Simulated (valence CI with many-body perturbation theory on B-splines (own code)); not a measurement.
**Ladder of approximations for Sb⁴⁵⁺**

Calculated by relativistic CI+MBPT: four valence electrons over a frozen Dirac-Fock core [He], radial functions for each j: 11 s, 11 p, 9 d, 7 f, 5 g, 2 h, 1 i, with the one-electron correlation potential Σ1, the two-electron term Σ2, the three-electron term Σ3, Breit, model QED; selected CI, second order for the rest (own B-spline code, finite nucleus).

The last digits are not significant, and no measured levels were compared; by estimate large intervals hold to a few tenths of a per cent, small ones and those within an open d or f shell to about a per cent. Among the levels kept, up to 280 cm⁻¹ of a level comes from second order outside the variational space, and about a tenth of that is noise between levels of different J, which matters for small intervals.

Each rung adds one term. CI alone is the Dirac-Coulomb CI over the frozen core; QED comes last and gives the full result, which names the levels. Energies are above (2s^2 2p1/2^2) J=0 on the same rung, in × 10³ cm⁻¹.

Levels are named by their leading jj configuration (3d3/2^4 stands for four electrons in 3d with j = 3/2), which in mixed levels can hold well under half, so a name can repeat and another be missing. Letters in brackets count levels of one name in rising energy.

```tsv
Level	CI alone	Σ1	Σ2	Σ3	Breit	QED	Full
(2s^2 2p1/2 2p3/2) J=1	2098.2	+0.67	-0.41	+0.11	-39.61	+4.30	2063.3
(2s^2 2p1/2 2p3/2) J=2	2239.5	+0.68	-0.26	-0.10	-60.29	+4.36	2183.9
(2s 2p1/2^2 2p3/2) J=2	3491.6	-1.28	-1.35	-0.13	-14.39	-34.92	3439.5
(2s 2p1/2^2 2p3/2) J=1	3948.0	-1.29	-2.30	-0.72	-6.13	-35.17	3902.4
(2s^2 2p3/2^2) J=2	4419.2	+1.32	-0.27	-0.09	-88.86	+7.96	4339.3
(2s^2 2p3/2^2) J=0	4700.0	+1.32	+0.54	-0.49	-67.14	+7.64	4641.9
(2s 2p1/2 2p3/2^2) J=2 [a]	5474.7	-0.64	-1.29	-0.06	-45.57	-30.93	5396.2
(2s 2p1/2 2p3/2^2) J=3	5770.0	-0.63	-1.38	-0.32	-76.58	-30.96	5660.1
(2s 2p1/2 2p3/2^2) J=0	5999.4	-0.62	-0.84	-0.50	-31.06	-31.00	5935.4
(2s 2p1/2 2p3/2^2) J=1 [a]	6123.1	-0.63	-2.72	-0.77	-43.62	-31.10	6044.3
(2s 2p1/2 2p3/2^2) J=2 [b]	6225.4	-0.63	-2.66	-0.88	-63.79	-31.14	6126.3
(2s 2p1/2 2p3/2^2) J=1 [b]	6233.4	-0.64	-2.22	-0.87	-41.38	-31.19	6157.1
(2p1/2^2 2p3/2^2) J=2	7712.8	-2.57	-4.54	-1.16	-15.15	-69.85	7619.6
(2p1/2^2 2p3/2^2) J=0	8020.7	-2.55	-4.11	-1.23	+7.34	-69.67	7950.4
(2s 2p3/2^3) J=2	8125.9	+0.03	-1.39	-0.56	-85.64	-26.92	8011.4
(2s 2p3/2^3) J=1	8551.6	+0.04	-2.71	-1.04	-80.99	-27.11	8439.8
(2p1/2 2p3/2^3) J=1	9867.8	-1.93	-4.31	-1.13	-41.00	-66.37	9753.1
(2p1/2 2p3/2^3) J=2	10014	-1.93	-3.99	-1.12	-60.78	-66.38	9880.3
(2p3/2^4) J=0	12326	-1.25	-3.66	-1.16	-74.76	-62.12	12182
(2s^2 2p1/2 3s) J=0	35773	+2.92	-0.10	-0.74	-75.16	+12.46	35712
(2s^2 2p1/2 3s) J=1	35797	+2.93	-0.28	-0.74	-78.15	+12.56	35733
(2s^2 2p1/2 3p1/2) J=1	36199	+2.52	-0.31	-0.74	-67.07	+1.20	36135
(2s^2 2p1/2 3p1/2) J=0	36413	+2.51	-0.53	-0.74	-61.32	+1.05	36354
(2s^2 2p1/2 3p3/2) J=1	36860	+2.14	-0.50	-0.77	-64.09	-5.27	36792
(2s^2 2p1/2 3p3/2) J=2	36942	+2.67	-0.52	-0.74	-80.15	+2.45	36866
(2s 2p1/2^2 3s) J=1	37086	+1.48	-0.99	-0.79	-45.84	-19.21	37021
(2s 2p1/2^2 3s) J=0	37196	+0.96	-0.75	-0.83	-31.79	-27.00	37137
(2s^2 2p1/2 3d3/2) J=2	37295	+2.98	-0.31	-0.71	-81.78	+1.51	37216
(2s^2 2p1/2 3d3/2) J=1	37404	+2.03	-0.70	-0.76	-70.27	-8.79	37325
(2s 2p1/2^2 3p1/2) J=0	37462	+0.55	-1.01	-0.82	-18.93	-38.20	37404
(2s 2p1/2^2 3p1/2) J=1	37515	+1.49	-0.93	-0.77	-38.42	-27.97	37449
```

The middle columns are the shifts that each term adds.

**Question.** How does the ionisation energy move along the ladder, and which term matters most?

**Answer.** CI alone 7898.5, + Σ1 7898.9, + Σ2 7898.9, + Σ3 7898.8, + Breit 7887.8, + QED 7888.0 eV. The largest step is Breit, -11.0 eV. NIST lists 7887 ± 4 eV (theoretical).
